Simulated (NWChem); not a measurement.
System: CH4BClFN; SMILES CNB(F)Cl

NWChem input:

```
start job
memory heap 200 mb stack 900 mb global 1100 mb
geometry units angstroms noautosym nocenter noautoz
  B      0.224538    -0.107802     0.000000
  Cl    -0.319843    -1.793933     0.000000
  F      1.533285     0.130293     0.000000
  N     -0.695056     0.935676     0.000000
  C     -0.375122     2.342357     0.000000
  H     -1.680665     0.704810     0.000000
  H     -0.773921     2.854009     0.891930
  H     -0.773921     2.854009    -0.891930
  H      0.715491     2.467790     0.000000
end
basis spherical
  B library pcsseg-1
  Cl library pcsseg-1
  F library pcsseg-1
  N library pcsseg-1
  C library pcsseg-1
  H library pcsseg-1
end
dft
  xc kt2
  iterations 150
end
property
  shielding 8 1 2 3 4 5 6 7 9
end
task dft property
```

The geometry was optimised at PBE0/def2-SVP.

GIAO values for the isolated, static molecule; σ is the absolute isotropic shielding, δ = σ(reference) − σ with the isolated reference molecule computed at the same levels (11B: boron trifluoride, 13C: tetramethylsilane, 19F: trichlorofluoromethane, 1H: tetramethylsilane, 15N: ammonia).

Atoms are numbered as in the input.

Q: Give the results of this calculation. (KT2/pcSseg-1, GIAO.) Quantities: δ B1 (ppm); σ Cl2 (ppm); δ F3 (ppm); δ N4 (ppm); δ C5 (ppm); δ H6 (ppm); δ H7 (rotor mean) (ppm).

A: 
```
Item                      Value
-----------------------  ------
δ B1 (ppm)                 12.6
σ Cl2 (ppm)               882.6
δ F3 (ppm)               -132.5
δ N4 (ppm)                 88.2
δ C5 (ppm)                 30.1
δ H6 (ppm)                 2.63
δ H7 (rotor mean) (ppm)    2.79
```
